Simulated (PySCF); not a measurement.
# A ladder of Hamiltonians for Cs(37+) (caesium, charge +37)

Occupied: 1s1/2, 2s1/2, 2p1/2, 2p3/2, 3s1/2, 3p1/2, 3p3/2. Hartree-Fock calculated with PySCF 2.14 in an uncontracted even-tempered set (21 s from 3.2 bohr⁻², ratio 2.3; 16 p from 3.9 bohr⁻², ratio 2.3), Gaussian nucleus throughout. NR is non-relativistic, sf-X2C the spin-free one-electron X2C Hamiltonian, X2C adds the bare one-electron spin-orbit term, X2C-SNSO screens it by Boettger's factors, DC is four-component Dirac-Coulomb, and the Gaunt and Breit terms are added at first order (total energies over the DC spinors, levels after relaxing the spinors in that mean field). QED terms are absent. Levels marked empty are virtual spinors of this ion; the basis has s and p functions only, so 3d, which can lie below the n = 4 levels, is absent.

```
Hamiltonian  E (hartree)  E − E(DC) (hartree)  CPU seconds
         NR   -6461.5686             229.7437         0.62
     sf-X2C   -6686.5448               4.7675         0.47
        X2C   -6689.4666               1.8457         0.47
   X2C-SNSO   -6689.2499               2.0624         0.47
         DC   -6691.3123               0.0000           21
   DC+Gaunt   -6685.0541               6.2581           35
   DC+Breit   -6685.6632               5.6490          100
```

```json
{"level (eV)": "1s1/2", "NR": "-36671.1", "sf-X2C": "-38214.2", "X2C": "-38210.1", "X2C-SNSO": "-38210.4", "DC": "-38244.4", "DC+Gaunt": "-38149.8", "DC+Breit": "-38156.7"}
{"level (eV)": "2s1/2", "NR": "-7359.8", "sf-X2C": "-7768.6", "X2C": "-7767.4", "X2C-SNSO": "-7767.5", "DC": "-7771.6", "DC+Gaunt": "-7762.0", "DC+Breit": "-7762.6"}
{"level (eV)": "2p1/2", "NR": "-7055.8", "sf-X2C": "-7178.7", "X2C": "-7439.2", "X2C-SNSO": "-7428.9", "DC": "-7430.4", "DC+Gaunt": "-7414.6", "DC+Breit": "-7416.2"}
{"level (eV)": "2p3/2", "NR": "-7055.8", "sf-X2C": "-7178.7", "X2C": "-7063.0", "X2C-SNSO": "-7067.1", "DC": "-7070.4", "DC+Gaunt": "-7059.2", "DC+Breit": "-7060.8"}
{"level (eV)": "3s1/2", "NR": "-2794.9", "sf-X2C": "-2910.8", "X2C": "-2910.4", "X2C-SNSO": "-2910.4", "DC": "-2911.4", "DC+Gaunt": "-2909.2", "DC+Breit": "-2909.4"}
{"level (eV)": "3p1/2", "NR": "-2668.6", "sf-X2C": "-2713.0", "X2C": "-2775.2", "X2C-SNSO": "-2772.7", "DC": "-2773.1", "DC+Gaunt": "-2769.4", "DC+Breit": "-2769.9"}
{"level (eV)": "3p3/2", "NR": "-2668.6", "sf-X2C": "-2713.0", "X2C": "-2685.1", "X2C-SNSO": "-2686.1", "DC": "-2686.8", "DC+Gaunt": "-2684.2", "DC+Breit": "-2684.7"}
{"level (eV)": "4s1/2 (empty)", "NR": "-1393.1", "sf-X2C": "-1436.9", "X2C": "-1436.8", "X2C-SNSO": "-1436.8", "DC": "-1437.1", "DC+Gaunt": "-1436.3", "DC+Breit": "-1436.4"}
{"level (eV)": "4p1/2 (empty)", "NR": "-1345.8", "sf-X2C": "-1364.5", "X2C": "-1386.4", "X2C-SNSO": "-1385.5", "DC": "-1385.6", "DC+Gaunt": "-1384.3", "DC+Breit": "-1384.5"}
{"level (eV)": "4p3/2 (empty)", "NR": "-1345.8", "sf-X2C": "-1364.5", "X2C": "-1354.7", "X2C-SNSO": "-1355.1", "DC": "-1355.3", "DC+Gaunt": "-1354.4", "DC+Breit": "-1354.6"}
```

| interval (eV) | X2C | X2C-SNSO | DC | DC+Gaunt | DC+Breit |
| --- | --- | --- | --- | --- | --- |
| 2p3/2 − 2p1/2 | 376.3 | 361.8 | 360.0 | 355.4 | 355.4 |
| 3p3/2 − 3p1/2 | 90.10 | 86.65 | 86.30 | 85.22 | 85.22 |
| 4p3/2 − 4p1/2 | 31.62 | 30.41 | 30.32 | 29.93 | 29.93 |

Weight of the small component: 1s1/2 0.0412, 2s1/2 0.00909, 2p1/2 0.00904, 2p3/2 0.00858, 3s1/2 0.00326, 3p1/2 0.00319, 3p3/2 0.00307, 4s1/2 0.00152, 4p1/2 0.00149, 4p3/2 0.00145.

Koopmans' value for the highest occupied level at DC+Breit: 2684.7 eV, against an ionisation energy of 2683 ± 4 eV (theoretical estimate listed by NIST; NIST Atomic Spectra Database, ionization energies); the former lacks relaxation, correlation, QED and recoil.

The whole ladder took 160 s of wall time on 1 thread of Neoverse-V1 (shared host), launched as `OMP_NUM_THREADS=1 python relrun2.py TASK.json OUT` (a driver that calls PySCF for each Hamiltonian).
